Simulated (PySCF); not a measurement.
Compound: C5H6ClPS.
SMILES with atom numbers: `[CH3:1][CH2:2][c:3]1[cH:4][s:5][c:6]([Cl:7])[p:8]1` (hydrogens: H9, H10, H11 on C1; H12, H13 on C2; H14 on C4)

The same species was optimised twice, with GFN2-xTB and with PBE0-D3(BJ)/def2-SVP (PySCF), and the same property calculations (PySCF, gas phase) were run on both structures.

```csv
coordinate,GFN2-xTB,PBE0-D3(BJ)/def2-SVP,change
C3–C4 (Å),1.352,1.367,+0.015
S5–C6 (Å),1.732,1.718,-0.014
C4–S5 (Å),1.719,1.713,-0.006
C2–C3 (Å),1.501,1.506,+0.005
C6–P8 (Å),1.715,1.720,+0.005
C3–P8 (Å),1.784,1.786,+0.002
C1–C2 (Å),1.527,1.526,-0.001
C6–Cl7 (Å),1.717,1.718,+0.001
C1–C2–C3 (°),110.6,112.9,+2.3
C4–S5–C6 (°),93.6,95.1,+1.5
Cl7–C6–P8 (°),123.4,124.8,+1.4
S5–C6–P8 (°),119.1,118.1,-1.0
C3–P8–C6 (°),92.3,93.2,+0.9
C2–C3–P8 (°),120.4,121.2,+0.8
C4–C3–P8 (°),116.8,116.1,-0.7
C3–C4–S5 (°),118.2,117.6,-0.6
C1–C2–C3–C4 (°),-109,-102,+7
```

Rotational constants: A = 2509, B = 776.4, C = 623.2 MHz (GFN2-xTB) against A = 2576, B = 755.0, C = 614.7 MHz (PBE0-D3(BJ)/def2-SVP). Point groups within 0.08 Å: C1 and C1. Atoms that the bonding makes alike are paired by their places after alignment.

On the GFN2-xTB structure: lowest singlet, TDDFT (eV) 4.63 [CAM-B3LYP/def2-SVPD]; lowest triplet, Tamm–Dancoff (eV) 2.78 [CAM-B3LYP/def2-SVPD]; isotropic polarisability (au) 114.9 [CAM-B3LYP/def2-SVPD]; HOMO (eV) -8.01 [CAM-B3LYP/def2-SVPD]; LUMO (eV) -0.65 [CAM-B3LYP/def2-SVPD]; dipole (D) 2.55 [CAM-B3LYP/def2-SVPD]; HOMO (eV) -6.87 [PBE0/pcSseg-1]; LUMO (eV) -1.64 [PBE0/pcSseg-1]; dipole (D) 2.50 [PBE0/pcSseg-1]; GIAO shielding of C1 (ppm) 163.0 [PBE0/pcSseg-1]; GIAO shielding of C2 (ppm) 154.0 [PBE0/pcSseg-1]; GIAO shielding of C3 (ppm) 11.2 [PBE0/pcSseg-1]; GIAO shielding of C4 (ppm) 51.1 [PBE0/pcSseg-1]; GIAO shielding of S5 (ppm) 159.0 [PBE0/pcSseg-1]; GIAO shielding of C6 (ppm) -6.0 [PBE0/pcSseg-1]; GIAO shielding of Cl7 (ppm) 696.8 [PBE0/pcSseg-1]; GIAO shielding of P8 (ppm) 88.4 [PBE0/pcSseg-1].

Problem. What do these properties become on the PBE0-D3(BJ)/def2-SVP structure?

Solution. 
```json
{"property": "lowest singlet, TDDFT (eV)", "level": "CAM-B3LYP/def2-SVPD", "on GFN2-xTB": "4.63", "on PBE0-D3(BJ)/def2-SVP": "4.66", "change": "+0.03"}
{"property": "lowest triplet, Tamm–Dancoff (eV)", "level": "CAM-B3LYP/def2-SVPD", "on GFN2-xTB": "2.78", "on PBE0-D3(BJ)/def2-SVP": "2.81", "change": "+0.03"}
{"property": "isotropic polarisability (au)", "level": "CAM-B3LYP/def2-SVPD", "on GFN2-xTB": "114.9", "on PBE0-D3(BJ)/def2-SVP": "115.8", "change": "+0.9"}
{"property": "HOMO (eV)", "level": "CAM-B3LYP/def2-SVPD", "on GFN2-xTB": "-8.01", "on PBE0-D3(BJ)/def2-SVP": "-8.01", "change": "0.00"}
{"property": "LUMO (eV)", "level": "CAM-B3LYP/def2-SVPD", "on GFN2-xTB": "-0.65", "on PBE0-D3(BJ)/def2-SVP": "-0.63", "change": "+0.02"}
{"property": "dipole (D)", "level": "CAM-B3LYP/def2-SVPD", "on GFN2-xTB": "2.55", "on PBE0-D3(BJ)/def2-SVP": "2.55", "change": "0.00"}
{"property": "energy, GFN2-xTB geometry as zero (kcal/mol)", "level": "CAM-B3LYP/def2-SVPD", "on GFN2-xTB": "0.0", "on PBE0-D3(BJ)/def2-SVP": "-0.8", "change": "-0.8"}
{"property": "HOMO (eV)", "level": "PBE0/pcSseg-1", "on GFN2-xTB": "-6.87", "on PBE0-D3(BJ)/def2-SVP": "-6.87", "change": "0.00"}
{"property": "LUMO (eV)", "level": "PBE0/pcSseg-1", "on GFN2-xTB": "-1.64", "on PBE0-D3(BJ)/def2-SVP": "-1.62", "change": "+0.02"}
{"property": "dipole (D)", "level": "PBE0/pcSseg-1", "on GFN2-xTB": "2.50", "on PBE0-D3(BJ)/def2-SVP": "2.51", "change": "+0.01"}
{"property": "energy, GFN2-xTB geometry as zero (kcal/mol)", "level": "PBE0/pcSseg-1", "on GFN2-xTB": "0.0", "on PBE0-D3(BJ)/def2-SVP": "-0.6", "change": "-0.6"}
{"property": "GIAO shielding of C1 (ppm)", "level": "PBE0/pcSseg-1", "on GFN2-xTB": "163.0", "on PBE0-D3(BJ)/def2-SVP": "161.8", "change": "-1.2"}
{"property": "GIAO shielding of C2 (ppm)", "level": "PBE0/pcSseg-1", "on GFN2-xTB": "154.0", "on PBE0-D3(BJ)/def2-SVP": "153.5", "change": "-0.5"}
{"property": "GIAO shielding of C3 (ppm)", "level": "PBE0/pcSseg-1", "on GFN2-xTB": "11.2", "on PBE0-D3(BJ)/def2-SVP": "8.8", "change": "-2.4"}
{"property": "GIAO shielding of C4 (ppm)", "level": "PBE0/pcSseg-1", "on GFN2-xTB": "51.1", "on PBE0-D3(BJ)/def2-SVP": "48.1", "change": "-3.0"}
{"property": "GIAO shielding of S5 (ppm)", "level": "PBE0/pcSseg-1", "on GFN2-xTB": "159.0", "on PBE0-D3(BJ)/def2-SVP": "158.2", "change": "-0.8"}
{"property": "GIAO shielding of C6 (ppm)", "level": "PBE0/pcSseg-1", "on GFN2-xTB": "-6.0", "on PBE0-D3(BJ)/def2-SVP": "-3.3", "change": "+2.7"}
{"property": "GIAO shielding of Cl7 (ppm)", "level": "PBE0/pcSseg-1", "on GFN2-xTB": "696.8", "on PBE0-D3(BJ)/def2-SVP": "703.6", "change": "+6.8"}
{"property": "GIAO shielding of P8 (ppm)", "level": "PBE0/pcSseg-1", "on GFN2-xTB": "88.4", "on PBE0-D3(BJ)/def2-SVP": "83.4", "change": "-5.0"}
```

The heavy atoms differ by 0.055 Å rms after alignment. Among bonds between heavy atoms C3–C4 and S5–C6 change most and about equally (-0.014 to +0.015 Å). Changes are differences of the printed values. Neither structure is proved a minimum here.

Conformer computed: `[CH3:1][CH2:2][c:3]1[cH:4][s:5][c:6]([Cl:7])[p:8]1`: C1–C2–C3–C4 -102°.
